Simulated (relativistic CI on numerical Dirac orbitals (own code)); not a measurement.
## What each ingredient does to the levels of Pr L

Base calculation: Dirac-Coulomb-Breit CI, orbitals from a KLI potential per configuration, QED by a radiative potential, unscaled Slater integrals.

Configuration list (outside the closed core 1s2): 2s2 2p6, 2s2 2p5 3s, 2s2 2p5 3p, 2s2 2p5 3d, 2s 2p6 3s, 2s 2p6 3p, 2s 2p6 3d, 2s2 2p5 4s, 2s2 2p5 4p, 2s2 2p5 4d, 2s2 2p5 4f, 2s 2p6 4s, 2s2 2p4 3s2, 2s 2p6 4p, 2s 2p6 4d, 2s 2p6 4f, 2s2 2p4 3s 3p, 2s2 2p5 5s, 2s2 2p5 5p, 2s2 2p5 5d, 2s2 2p5 5f, 2s2 2p5 5g, 2s2 2p4 3s 3d, 2s2 2p4 3p2, 2s2 2p4 3p 3d, 2s 2p5 3s2, 2s2 2p4 3d2, 2s 2p5 3s 3p, 2s 2p5 3s 3d, 2s 2p5 3p2, 2s 2p6 5s, 2s 2p6 5p, 2s 2p6 5d, 2s 2p6 5f, 2s 2p6 5g, 2s 2p5 3p 3d. Levels of other configurations are missing.

Variants: (1) only the first 3 configurations. Shifts of the energy above 2s2 2p6 1S_0, in eV, for the lowest level and the first level of each name with at least 55 % of one term (blank where a level changes its place among those of its configuration and J or its character, or is not in the variant):

| Level | Base | Δ(1) |
| --- | --- | --- |
| 2s2 2p6 1S_0 | 0.00 | 0.00 |
| 2s2 2p5 3s 3P°_2 | 5115.21 | +0.11 |
| 2s2 2p5 3s 1P°_1 | 5121.46 | +0.24 |
| 2s2 2p5 3p 3D_3 | 5352.70 | -0.15 |
| 2s2 2p5 3p 1P_1 | 5352.74 | +0.36 |
| 2s2 2p5 3p 3P_2 | 5362.12 | -0.23 |
| 2s2 2p5 3p 1S_0 | 5402.93 | +0.77 |
| 2s2 2p5 3d 3P°_0 | 5472.50 |  |
| 2s2 2p5 3d 3P°_1 | 5479.44 |  |
| 2s2 2p5 3d 3D°_2 | 5487.60 |  |
| 2s2 2p5 3d 3F°_4 | 5509.28 |  |
| 2s2 2p5 3d 3D°_3 | 5521.92 |  |
| 2s2 2p5 3d 1P°_1 | 5544.74 |  |
| 2s2 2p5 3s 3P°_0 | 5611.59 | +0.37 |

At this charge energies of transitions that change n are usually good to better than 1 %, and those within a shell (Δn = 0) to a few per cent.

Ionisation energy from the two ground configurations alone: base 9376.8 eV. The NIST ASD value (theoretical) is 9378 eV.

LS names give the leading component of a level, which can be under half, so a name can repeat, a term be missing and a line seem to break the LS rules.
